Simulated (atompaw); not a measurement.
## Logarithmic derivatives: Hf, PAW (atompaw)

atompaw 4.2.0.5 input, output lines left out:

```
Hf 72
LDA-PW scalarrelativistic loggrid 2001 logderivrange -7 5 301
6 6 5 4 0 0
6 0 1
6 1 1
5 2 2
0 0 0
c
c
c
c
v
v
c
c
c
v
v
c
c
v
c
2
2.80 2.50 2.40 2.05
n
n
y
0.4
n
custom polynom vanderbiltortho sinc
3 0.5 troulliermartins
1.50
2.80
2.40
2.00
2.80
2.80
```

The phase is arctan(r·u′/u) with u = r·R(r), unwrapped; energies in Ry, scanned from -7 to 5 Ry. A pole is an energy at which the radial function vanishes at the test radius. The pseudo phase is shifted by a multiple of π to meet the all-electron one at the reference energy, and phase errors are pseudo minus all-electron; the curves can meet again beyond the range given. Levels narrower than the energy grid can be missing from the lists of poles.

**Question.** For each channel, where are the poles, and over which energies does the pseudopotential scatter like the atom?

**Answer.**

```
channel  radius (bohr)  reference energy (Ry)  poles, all-electron      poles, pseudo  unbroken range about the reference energy with phases within 0.05 rad  phase error 1 Ry above the reference energy (rad)
      s           2.81                  -0.46          -5.02, 1.80        -5.02, 1.74                                                              below 3.6                                             -0.003
      p           2.81                  -0.16          -2.65, 3.29  -2.65, 3.04, 3.89                                                              below 3.2                                             +0.007
      d           2.81                  -0.30                 0.31               0.31                                                              below 2.5                                             -0.000
```

Phases in the d channel:

| E (Ry) | all-electron | pseudo |
| --- | --- | --- |
| -7.00 | 1.434 | 1.433 |
| -6.76 | 1.431 | 1.431 |
| -6.52 | 1.428 | 1.428 |
| -6.28 | 1.426 | 1.425 |
| -6.04 | 1.423 | 1.422 |
| -5.80 | 1.419 | 1.419 |
| -5.56 | 1.416 | 1.416 |
| -5.32 | 1.412 | 1.412 |
| -5.08 | 1.408 | 1.408 |
| -4.84 | 1.404 | 1.404 |
| -4.60 | 1.399 | 1.399 |
| -4.36 | 1.394 | 1.394 |
| -4.12 | 1.389 | 1.388 |
| -3.88 | 1.382 | 1.382 |
| -3.64 | 1.375 | 1.375 |
| -3.40 | 1.368 | 1.368 |
| -3.16 | 1.359 | 1.359 |
| -2.92 | 1.349 | 1.349 |
| -2.68 | 1.337 | 1.337 |
| -2.44 | 1.323 | 1.323 |
| -2.20 | 1.306 | 1.306 |
| -1.96 | 1.285 | 1.285 |
| -1.72 | 1.257 | 1.257 |
| -1.48 | 1.218 | 1.218 |
| -1.24 | 1.160 | 1.160 |
| -1.00 | 1.061 | 1.061 |
| -0.76 | 0.849 | 0.849 |
| -0.52 | 0.217 | 0.217 |
| -0.28 | -0.902 | -0.902 |
| -0.04 | -1.351 | -1.351 |
| 0.20 | -1.522 | -1.522 |
| 0.44 | -1.615 | -1.615 |
| 0.68 | -1.680 | -1.680 |
| 0.92 | -1.735 | -1.735 |
| 1.16 | -1.789 | -1.789 |
| 1.40 | -1.849 | -1.849 |
| 1.64 | -1.923 | -1.924 |
| 1.88 | -2.026 | -2.030 |
| 2.12 | -2.187 | -2.197 |
| 2.36 | -2.470 | -2.499 |
| 2.60 | -2.978 | -3.043 |
| 2.84 | -3.602 | -3.676 |
| 3.08 | -4.021 | -4.073 |
| 3.32 | -4.248 | -4.285 |
| 3.56 | -4.379 | -4.407 |
| 3.80 | -4.463 | -4.487 |
| 4.04 | -4.521 | -4.542 |
| 4.28 | -4.565 | -4.584 |
| 4.52 | -4.598 | -4.617 |
| 4.76 | -4.626 | -4.644 |
| 5.00 | -4.649 | -4.667 |
